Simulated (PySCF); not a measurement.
# Assignment exercise: C8H10

Bonds (- single, = double, # triple, : aromatic): C1-C2, C2-C3, C3:C4, C4:C5, C5:C6, C6:C7, C7:C8, C8:C3. C1 carries H9, H10, H11; C2 carries H12, H13; C4 carries H14; C5 carries H15; C6 carries H16; C7 carries H17; C8 carries H18.

[PySCF: shieldings: GIAO B97-2/pcSseg-2; geometry: PBE0-D3(BJ)/def2-TZVP; one computed conformer; isolated molecule; fast rotation and ring inversion assumed for equivalent nuclei; non-relativistic Hamiltonian]

Shifts are taken against calculated references (same method and geometry level): 13C (σref 185.38) and 1H (σref 31.64) vs TMS.

(1) Assign these signals to the numbered atoms. 13C{1H} NMR (computed): δ 153.4, 135.3, 135.0, 132.1, 35.6, 22.0.

(2) Assign these signals to the numbered atoms. 1H NMR (400 MHz, computed): δ 7.56 (m, 2H), 7.47 (m, 2H), 7.44 (m, 1H), 2.67 (q, 2H), 1.18 (t, 3H).

## Answers

(1) 
153.4 → C3, substituted aromatic carbon
135.3 → C5/C7, aromatic CH: the aromatic region
135.0 → C4/C8, aromatic CH
132.1 → C6, aromatic CH
35.6 → C2, sp3 CH2 on an aromatic ring: saturated and bonded to C and H only
22.0 → C1, methyl carbon: aliphatic region, no heteroatom directly attached

C5/C7 and C4/C8 lie closer than the usual error of such a calculation, so a measured spectrum could show them in the other order.

(2) 
7.56 → H15/H17, hydrogen on an aromatic CH: aromatic region
7.47 → H14/H18, hydrogen on an aromatic CH
7.44 → H16, hydrogen on an aromatic CH
2.67 → H12/H13, hydrogen on an sp3 CH2 on an aromatic ring: benzylic-type position, deshielded by the ring
1.18 → H9/H10/H11, hydrogen on a methyl carbon

H15/H17 and H14/H18; H14/H18 and H16 lie closer than the usual error of such a calculation, so a measured spectrum could show them in the other order.

Shifts are as computed. Against solution values, carbons near 30 ppm lie about +3 ppm off and those near 130 ppm about +7 ppm. Of 1211 compounds with measured shifts, 218 miss one by over three times the rms of a fit or turn the order of signals round; such compounds aren't used in these exercises. No couplings were computed; multiplicities are counted from neighbouring protons, with m where these are inequivalent, close in shift, in a saturated or five-membered ring or joined by F or P, and br s for small geminal =CH2 splittings.
